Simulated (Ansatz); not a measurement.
Reaction (atomization): `[NH3+][Au-][OH]` → Au• + 4 H• + N• + O•

Program: Ansatz. Geometries: PBE0-D4/def2-TZVP. ΔE: electronic, gas phase. CCSD(T)/CBS adds triple-zeta CCSD(T) − MP2 to the extrapolated MP2 energy (def2 sets, frozen cores). This one scheme is used for every species, atoms too. DFT in def2-TZVPP. Open shells (•) are unrestricted, without spin–orbit coupling. Spin–orbit coupling would lower the free atoms: a little for O. Elements past krypton have def2 core potentials. For Au outer-core shells are correlated without core-valence functions, so the limit isn't a true one: a few kJ/mol of doubt a bond, and 10 to 20 or more in all where bonds break to atoms. Each species was taken in one conformer, which may not be the lowest.

`[NH3+][Au-][OH]`:

```xyz
7

N    -0.708    0.772   -0.837
Au    0.452   -0.298    0.505
O     1.589   -1.208    1.799
H    -0.856    0.244   -1.691
H    -0.255    1.645   -1.087
H    -1.617    0.992   -0.445
H     1.394   -2.147    1.755
```

```json
{"level": "revPBE-D4", "ΔE (kcal/mol)": "499.8"}
{"level": "r2SCANh-D4", "ΔE (kcal/mol)": "498.3"}
{"level": "BHLYP-D4", "ΔE (kcal/mol)": "475.5"}
{"level": "ωB97X-V", "ΔE (kcal/mol)": "503.6"}
{"level": "r2SCANh", "ΔE (kcal/mol)": "497.8"}
{"level": "SCS-MP2/def2-TZVPP", "ΔE (kcal/mol)": "500.8"}
{"level": "SCS-MP2/def2-QZVPP", "ΔE (kcal/mol)": "514.6"}
{"level": "CCSD/CBS(def2)", "ΔE (kcal/mol)": "501.8"}
```

(1) What does CCSD(T)/CBS give? (An estimate is asked.)

Largest T1 diagnostic among the species: 0.015.

Results:

(1) The calculation gave: +513.1 kcal/mol. The listed levels differ from it by -13.3, -14.8, -37.6, -9.5, -15.3, -12.3, 1.5, -11.3 kcal/mol.

From PBE to PBE0 (25 % exact exchange), in def2-TZVPP and without D4, ΔE moves by −19.9 kcal/mol: exact exchange takes away binding that semilocal exchange gives to molecules. At CCSD(T), def2-SVP lies −50.5 kcal/mol from the extrapolated value and def2-TZVPP −21.1 kcal/mol: correlation converges slowly with the basis, and small sets miss more of it in the bonded molecule than in its fragments. The D4 term adds +3.7 kcal/mol with B3LYP and +1.9 kcal/mol with PBE0; it sums over pairs of atoms, weighted by their polarisabilities, and B3LYP, whose exchange is more repulsive, gets the larger term.

B3LYP here is the variant with VWN-RPA as its local correlation; programs differ in this.

For atomizations the MP2-based limit and the directly extrapolated one differ by several kJ/mol either way, and by 10 to 25 for some Ge, Se and Sn compounds, so smaller differences from it don't rank the levels.
